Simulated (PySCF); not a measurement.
Hg²⁺ (mercury, charge +2) across methods

[Xe] 4f14 5d10, closed-shell 1S. Calculation: PySCF 2.14, in ANO-RCC-VTZP (8s7p5d3f1g, 84 functions); scalar relativity by spin-free X2C-1e.

```
method   E (hartree)  mean ε 4f (eV)  mean ε 5p (eV)  mean ε 5d (eV)  Σ⟨r²⟩ (bohr²)   ⟨S²⟩
   UHF  -19618.24472         -138.34         -101.95         -35.234          41.58  0.000
   LDA     -19612.03         -116.02         -86.486         -29.078          42.30  0.000
r2SCAN     -19624.08         -116.39         -87.858         -29.028          41.91  0.000
  PBE0     -19623.84         -121.43         -90.385         -30.647          41.94  0.000
```

**Question.** Estimate the same row for PBE.

**Answer.** E (hartree) = -19624.11; mean ε 4f (eV) = -115.42; mean ε 5p (eV) = -86.135; mean ε 5d (eV) = -28.771; Σ⟨r²⟩ (bohr²) = 42.21; ⟨S²⟩ = 0.000.

Spin-orbit coupling, which splits the p, d and f shells strongly at this Z, is absent.
